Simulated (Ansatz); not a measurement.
F₃GeH₂N (`[NH2][Ge]([F])([F])[F]`). Charge 0, multiplicity 1. Geometry: relaxed with PBE0-D4/def2-TZVP. It is one conformer, not always the lowest.

```xyz
7

N    -0.851   -0.389    0.715
Ge    0.412    0.085   -0.452
F     1.593   -1.140   -0.561
F    -0.280    0.329   -1.991
F     1.287    1.520   -0.123
H    -1.642    0.236    0.777
H    -0.520   -0.641    1.635
```

Task: What is the dipole moment at ωB97M-V/def2-TZVPP? (An estimate is asked.)

Result: Ansatz gave: 3.31 D, with components (-1.98, 0.06, 2.65) D in this frame, pointing from negative to positive charge.

Task: And with PBE, r2SCAN, B3LYP? (Estimate.)

Result: Ansatz gave: PBE 3.23 D, r2SCAN 3.29 D, B3LYP 3.33 D.

Task: Give the Mulliken charges with ωB97M-V, PBE, r2SCAN in def2-TZVPP. (Best estimate.)

Result: The calculation gave: 
| atom | ωB97M-V | PBE | r2SCAN |
| --- | --- | --- | --- |
| N1 | -0.33 | -0.36 | -0.40 |
| Ge2 | 1.10 | 0.94 | 1.09 |
| F3 | -0.34 | -0.30 | -0.34 |
| F4 | -0.34 | -0.30 | -0.34 |
| F5 | -0.34 | -0.30 | -0.34 |
| H6 | 0.13 | 0.16 | 0.16 |
| H7 | 0.13 | 0.16 | 0.16 |

B3LYP here is the variant with VWN-RPA as its local correlation; programs differ in this.
